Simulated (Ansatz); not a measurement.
Born–Oppenheimer molecular dynamics of CH₆FGa (9 atoms, charge 0, multiplicity 1). It starts at the highest image of a converged band. Of that band: A vibrational analysis at the climbing image gives 2 clearly imaginary modes (904i, 55i cm⁻¹): a point of higher order, so a lower path passes nearby.

The calculation used RKS PBE0-D4/def2-SVP (Ansatz).

```yaml
ensemble: NVE (velocity Verlet)
time_step: 0.5 fs
steps_asked: 200
starting_velocities_drawn_for: 100 K
seed: 6867
```

First frame:

```xyz
9
Properties=species:S:1:pos:R:3
Ga 0.046 -0.225 -0.139
H -0.048 0.097 1.615
H 1.509 0.026 -0.612
C -1.705 -0.011 -0.973
H -2.226 -0.981 -0.979
H -2.317 0.698 -0.396
H -1.626 0.354 -2.007
F 0.046 -1.930 0.942
H -0.012 -0.939 1.571
```

(1) How far do the bonds stretch over the last three quarters of this one trajectory? (Pairs bonded in most of those frames.)

Answers

(1) 
```csv
bond,mean (Å),spread (Å),shortest,longest
Ga1–H2,1.591,0.022,1.56,1.64
Ga1–H3,1.579,0.010,1.56,1.60
Ga1–C4,1.966,0.014,1.95,1.99
C4–H5,1.104,0.016,1.08,1.13
C4–H6,1.102,0.021,1.07,1.14
C4–H7,1.102,0.011,1.08,1.12
F8–H9,0.929,0.010,0.92,0.96
```

Mean temperature of the second half: 187 K. The conserved energy stayed within 0.083 meV per atom of its start (net change 0.029 meV per atom), so the integration is sound. The kinetic energy rose, since the run started high on the potential surface and went downhill. It ends in pieces (CH5Ga + FH), so much of that is their flight and rotation, not heat. A run of 0.1 ps of so small a system gives no equilibrium averages. The orbitals stay closed-shell, which can raise the energy where a bond breaks towards radicals; this wasn't checked here.

Run time: 4.8 min on 2 threads of Arm Neoverse V2, with other jobs on the host, peak memory 0.18 GiB.
